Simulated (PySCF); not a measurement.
C2H5S (SMILES [CH2]SC), doublet, at a GFN2-xTB geometry, with bond 6-3 at 1.3 times its length. Base run: HF/6-31G* in PySCF.

Geometry (Å):
```xyz
8

C      1.4120     0.0032    -0.3355
S     -0.0125    -0.2799     0.5522
C     -1.2563     0.3992    -0.5886
H      2.3159    -0.3597     0.1092
H      1.4461     0.8451    -0.9989
H     -1.0061     1.7745    -0.7861
H     -1.2033    -0.1367    -1.5314
H     -2.2282     0.2581    -0.1280
```
Charge 0, spin multiplicity 2.
Orbitals are unrestricted.
All else is at PySCF's defaults.
Base energy -476.06309 Eh.

Each row names what was changed in the base input (with any setting that the change needs).

```csv
change,ΔE vs base (mEh),SCF cycles,<S^2>,outcome
base,0.000,14,0.764,converged
diis = off; damp = 0.6 (with mf.diis_start_cycle = 200; with mf.max_cycle = 150),0.000,55,0.764,converged
diis_space = 12,0.000,14,0.764,converged
level_shift = 0.1 (with mf.max_cycle = 100),0.000,15,0.764,converged
diis = off (with mf.max_cycle = 100),0.000,23,0.764,converged
DIIS = EDIIS,-,50,-,not converged
DIIS = ADIIS,0.000,22,0.764,converged
diis_space = 20,0.000,14,0.764,converged
conv_tol = 1e-7,0.000,10,0.764,converged
diis_space = 4,0.000,15,0.764,converged
init_guess = sap,0.000,14,0.764,converged
damp = 0.5; diis_start_cycle = 5,0.000,15,0.764,converged
init_guess = mod_huckel,0.000,14,0.764,converged
```

Open shells are given as the SCF converged; they aren't shown to be the lowest states, and a large step between rows can be another state.
